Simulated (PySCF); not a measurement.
PySCF 2.14 output of an unrestricted BLYP calculation on a single atom or ion in aug-cc-pCVTZ-DK (8s7p5d3f, 75 functions), with the spin-free X2C one-electron Hamiltonian (Gaussian nucleus):

```
SCF conv_tol = 1e-09
number electrons alpha = 10  beta = 6
    A. D. Becke.,  Phys. Rev. A 38, 3098 (1988)
    C. Lee, W. Yang, and R. G. Parr.,  Phys. Rev. B 37, 785 (1988)
    B. Miehlich, A. Savin, H. Stoll, and H. Preuss.,  Chem. Phys. Lett. 157, 200 (1989)
cycle= 1 E= -398.967290211571  delta_E= -0.011  |g|= 0.012  |ddm|= 0.641
cycle= 2 E= -398.9673515397  delta_E= -6.13e-05  |g|= 0.00685  |ddm|= 0.0667
cycle= 3 E= -398.967373316211  delta_E= -2.18e-05  |g|= 0.00157  |ddm|= 0.0362
cycle= 4 E= -398.96737348691  delta_E= -1.71e-07  |g|= 0.000148  |ddm|= 0.00213
cycle= 5 E= -398.96737350024  delta_E= -1.33e-08  |g|= 6.21e-06  |ddm|= 0.000523
cycle= 6 E= -398.967373500256  delta_E= -1.58e-11  |g|= 8.67e-08  |ddm|= 0.000102
converged SCF energy = -398.967373500256  <S^2> = 6.000288  2S+1 = 5.0001152
```

The run itself started from symmetry-adapted Hartree-Fock orbitals and held the occupation by maximum overlap, on a logarithmic radial grid, so the iterations belong to that start.

Question: Which element, charge and spin multiplicity is this?

Answer: S (sulfur, neutral), multiplicity 5; the state was [Ne] 3s2 3p3 4s1, high-spin 5S determinant (an excited configuration).

The outer electron is Rydberg-like, and this basis confines it to a smaller radius and binds it less than a complete one would.
